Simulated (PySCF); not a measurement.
A PySCF script (with the pyscf-properties extension) for the NMR shieldings of `N1([BH2-][NH3+])[C@@H](CC)[SiH2][SiH2]1`, C3H15BN2Si2, on a GFN2-xTB geometry:

```python
import basis_set_exchange as bse
import numpy as np
from pyscf import gto, dft
from pyscf.prop import nmr

atoms = """
C     2.224780    1.731978   -0.150585
C     0.822485    1.155343   -0.007302
C     0.735249   -0.269346   -0.551109
Si    1.676660   -1.615006    0.467137
Si   -0.535672   -2.263152    0.515991
N    -0.620226   -0.836099   -0.440048
B    -1.783237   -0.250760   -1.141388
N    -2.540372    0.764581    0.030289
H     2.518122    1.750716   -1.197951
H     2.943906    1.122593    0.391754
H     2.269001    2.748384    0.237595
H     0.531629    1.152980    1.048648
H     0.123142    1.794994   -0.555611
H     1.024966   -0.234766   -1.609872
H     2.356471   -1.052122    1.647159
H     2.732599   -2.272639   -0.314173
H    -1.339750   -2.154179    1.764232
H    -0.995388   -3.506238   -0.123609
H    -1.506983    0.485673   -2.035255
H    -2.635296   -1.047182   -1.385907
H    -3.370363    1.201008   -0.352442
H    -1.863037    1.459736    0.322635
H    -2.773438    0.160489    0.809011
"""
names = dict.fromkeys(["C", "Si", "N", "B", "H"], "pcSseg-1")
basis = {el: gto.basis.parse(bse.get_basis(n, elements=[el], fmt="nwchem")) for el, n in names.items()}
mol = gto.M(atom=atoms, basis=basis, charge=0, verbose=0)
mf = dft.RKS(mol, xc="PBE0")
mf.grids.level = 2
mf.grids.alignment = dft.numint.BLKSIZE   # the property module wants whole blocks of grid points
mf.conv_tol = 1e-9
mf.kernel()

calc = nmr.RKS(mf)   # GIAO
C = mf.mo_coeff
Co = C[:, mf.mo_occ > 0]
resp = mf.gen_response(singlet=True, hermi=2)
def vind(x):   # induced exchange potential for any number of trial vectors
    d = np.einsum("pi,xij,qj->xpq", C, 2 * x.reshape(-1, C.shape[1], Co.shape[1]), Co, optimize=True)
    return np.einsum("xpq,pi,qj->xij", resp(d - d.transpose(0, 2, 1)), C, Co, optimize=True).ravel()
mo1, _ = nmr.rhf.solve_mo1(calc, with_cphf=vind)
sigma = calc.kernel(mo1)
for i, s in enumerate(sigma):   # ppm
    w = np.linalg.eigvalsh((s + s.T) / 2)
    print("%2d %-2s iso %8.1f  s11 %8.1f  s22 %8.1f  s33 %8.1f" % (i, mol.atom_pure_symbol(i), w.mean(), *w))
```

Question: Give the expected output.

Answer: 
```
 0 C  iso    173.5  s11    163.6  s22    168.1  s33    188.9
 1 C  iso    148.7  s11    130.9  s22    146.9  s33    168.4
 2 C  iso    123.9  s11     98.8  s22    108.8  s33    164.0
 3 Si iso    405.3  s11    359.6  s22    379.4  s33    476.8
 4 Si iso    391.6  s11    331.6  s22    358.1  s33    484.9
 5 N  iso    200.2  s11    160.6  s22    192.5  s33    247.5
 6 B  iso    109.2  s11     93.1  s22    112.1  s33    122.3
 7 N  iso    214.5  s11    195.6  s22    213.3  s33    234.6
 8 H  iso     30.9  s11     26.6  s22     28.7  s33     37.3
 9 H  iso     30.8  s11     25.7  s22     30.9  s33     35.7
10 H  iso     30.6  s11     25.8  s22     27.7  s33     38.3
11 H  iso     30.5  s11     28.2  s22     30.3  s33     33.1
12 H  iso     29.8  s11     25.2  s22     30.8  s33     33.5
13 H  iso     28.3  s11     24.9  s22     28.4  s33     31.5
14 H  iso     27.5  s11     24.2  s22     26.7  s33     31.5
15 H  iso     27.1  s11     24.3  s22     24.8  s33     32.2
16 H  iso     25.9  s11     22.0  s22     24.1  s33     31.6
17 H  iso     26.1  s11     23.1  s22     23.7  s33     31.6
18 H  iso     28.8  s11     25.7  s22     29.0  s33     31.8
19 H  iso     28.8  s11     24.9  s22     29.5  s33     32.0
20 H  iso     29.5  s11     23.7  s22     24.2  s33     40.7
21 H  iso     29.3  s11     23.1  s22     27.5  s33     37.4
22 H  iso     29.0  s11     23.4  s22     26.9  s33     36.7
```

These numbers come from an equivalent density-fitted implementation of the same equations, which agrees with the script to about 0.01 ppm for H and up to a few tenths of a ppm for heavy atoms, so last digits may differ.

Size and cost of the density-fitted run: 225 basis functions, 83 s wall time on 1 thread of an Arm Neoverse N1, shared host; peak memory 0.95 GiB.
